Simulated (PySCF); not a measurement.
**How methods differ on the excitation energy of Pt**

Pt [Xe] 4f14 5d9 6s1 (3D) → Pt [Xe] 4f14 5d10 (1S), as a difference of total energies. Calculation: PySCF 2.14, in ANO-RCC-VTZP (8s7p5d3f1g, 84 functions); scalar relativity by spin-free X2C-1e. Correlated levels: valence: [Xe] 4f14 frozen; valence and next inner shell: [Kr] 4d10 4f14 frozen. The calculations carry no spin-orbit coupling.

```json
{"method": "UHF", "excitation energy (eV)": "1.075"}
{"method": "LDA", "excitation energy (eV)": "0.399"}
{"method": "PBE", "excitation energy (eV)": "0.543"}
{"method": "PBE0", "excitation energy (eV)": "0.556"}
{"method": "r2SCAN", "excitation energy (eV)": "0.891"}
{"method": "MP2 (valence)", "excitation energy (eV)": "0.263"}
{"method": "SCS-MP2 (valence)", "excitation energy (eV)": "0.227"}
{"method": "MP2 (valence and next inner shell)", "excitation energy (eV)": "0.301"}
{"method": "SCS-MP2 (valence and next inner shell)", "excitation energy (eV)": "0.300"}
```

Task: How much does correlation contribute at MP2 (valence and next inner shell)?

Result: 0.301 − (1.075) = -0.774 eV, measured against UHF.

Errors of the correlated levels include the incompleteness of this basis and the frozen core.

For comparison: 0.239 eV (measured; NIST levels, between the centres of gravity of the two terms).
